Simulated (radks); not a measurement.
Charge is removed step by step from the 3p up level of the silicon ion Si+, starting from [Ne] 3s2 3p(up 1, down 0). Method: scalar-relativistic Kohn-Sham, r2SCAN, spin-polarised, spherical densities, finite nucleus; meta-GGA in the generalised Kohn-Sham scheme; Fermi nuclear charge, rms radius 3.1224 fm; computed with a radial shooting solver on a logarithmic mesh with Libxc functionals.

| removed (e) | E - E(0) (eV) | eigenvalue (eV) | E minus straight line (eV) |
|---|---|---|---|
| 0 | 0.000 | -12.173 | 0.000 |
| 0.1 | 1.257 | -12.962 | -0.362 |
| 0.2 | 2.592 | -13.757 | -0.644 |
| 0.3 | 4.008 | -14.559 | -0.847 |
| 0.4 | 5.504 | -15.366 | -0.969 |
| 0.5 | 7.081 | -16.176 | -1.010 |
| 0.6 | 8.740 | -16.988 | -0.970 |
| 0.7 | 10.479 | -17.798 | -0.849 |
| 0.8 | 12.299 | -18.607 | -0.647 |
| 0.9 | 14.200 | -19.415 | -0.364 |
| 1 | 16.183 | -20.257 | 0.000 |

Removing the whole electron costs 16.183 eV by Delta-SCF, against 12.173 eV from minus the eigenvalue at the starting occupation. Slater's transition state (half an electron removed) gives 16.176 eV. Integrating minus the eigenvalue over the occupation (Janak's theorem) gives 16.184 eV. In this scalar-relativistic scheme the density is built from large components alone, so the theorem holds only approximately. The mean slope of the eigenvalue, de/dn, is 8.08 eV per electron. Ionisation energy of Si+ in the NIST Atomic Spectra Database: 16.346 eV (measured).
